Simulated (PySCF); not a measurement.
## Dipole moment and polarisability of `C#C[C@@H](C)C(=C)C`

Species: C7H10.
SMILES with atom numbers: `[CH:1]#[C:2][C@@H:3]([CH3:4])[C:5](=[CH2:6])[CH3:7]` (hydrogens: H8 on C1; H9 on C3; H10, H11, H12 on C4; H13, H14 on C6; H15, H16, H17 on C7)

Structure used (GFN2-xTB), in Å, numbered top down from 1:
```xyz
17
C7H10 angstrom
C     -1.3237    2.6006    0.5810
C     -0.9980    1.4504    0.6305
C     -0.6207    0.0488    0.6887
C     -1.5508   -0.7765   -0.2141
C      0.8229   -0.1585    0.2735
C      1.3820    0.5520   -0.6913
C      1.5450   -1.2448    1.0083
H     -1.6033    3.6109    0.5431
H     -0.7448   -0.2914    1.7246
H     -2.5866   -0.6479    0.0928
H     -1.2960   -1.8324   -0.1542
H     -1.4500   -0.4527   -1.2474
H      2.3993    0.3846   -1.0020
H      0.8459    1.3344   -1.2007
H      1.6584   -0.9767    2.0593
H      0.9816   -2.1765    0.9630
H      2.5317   -1.4122    0.5846
```

Level: PBE0/def2-SVPD (PySCF), static field, nuclei fixed, core orbitals frozen in the response. The polarisability tensor in these axes (au):

```
x   80.75 -6.58 -3.56
y   -6.58 92.17 -5.42
z   -3.56 -5.42 70.49
```

What are the eigenvalues, a third of the trace, and Δα (Δα² = ½Σ(αi − αj)² over the three pairs)?

Principal values 67.20, 80.52 and 95.68 au; mean 81.13 au = 12.02 Å³ = 13.38 × 10⁻⁴⁰ C²·m²/J; Δα = 24.67 au (30 % of the mean).

What is the dipole moment, and where does it point?

(0.08, -0.91, 0.21) D, 0.94 D in size, pointing from the negative to the positive side. Measured along this direction, the outermost atoms are H8 at the negative end and H16 at the positive end.

What would n − 1 = 2πNα be for an ideal gas of these molecules at 273.15 K and 1 atm, electronic part alone?

N = p/kT = 2.6868 × 10¹⁹ cm⁻³, so n − 1 = 2π × N × 12.02 × 10⁻²⁴ cm³ = 2030 × 10⁻⁶ at long wavelengths.

How large is μ²/3kT at 273 K beside α?

In Gaussian units μ²/3kT = 7.80 Å³ against 12.02 Å³, a ratio of 0.65; the Debye molar polarisation (4π/3)N_A(α + μ²/3kT) is 50.0 cm³/mol, leaving out the vibrational part.

Find the Langevin capture rate constant for NH4+ (18.034 u) meeting this molecule (94.078 u), k = 2.342 × 10⁻⁹ cm³/s × √(α in Å³ / reduced mass in u).

The reduced mass is 15.13 u, so k = 2.09 × 10⁻⁹ cm³/s. The formula leaves out the permanent dipole, which adds to the capture rate.

What are the principal values of the traceless quadrupole moment, Θ = ½Σq(3rr − r²1), about the centre of nuclear charge?

-3.44, -1.20, 4.64 D·Å. The values depend on the origin, since the dipole doesn't vanish. The electronic extent ⟨r²⟩ about the same centre is 845 bohr², a root-mean-square distance of 2.13 Å for the 52 electrons.

In TDDFT the mean static polarisability is Σ f/ω² over all singlet excitations (ω in hartree). How much of it do the 6 lowest give? Their energies (eV) and oscillator strengths: 6.60, 0.0160; 6.69, 0.0193; 6.71, 0.0181; 6.87, 0.0133; 7.06, 0.0093; 7.12, 0.0458.

They add up to 1.90 au, 2.3 % of the 81.13 au; the largest single term is 0.67 au, from the state at 7.12 eV. Terms in order: 0.27, 0.32, 0.30, 0.21, 0.14, 0.67 au. Higher excitations give the rest. The strengths listed sum to 0.122.

Geometry: GFN2-xTB, one conformer, isolated molecule.

These values come from a run that also computed excited states. Cost: about 90 s of CPU time on one thread; the machine was shared, so the figure is rough.
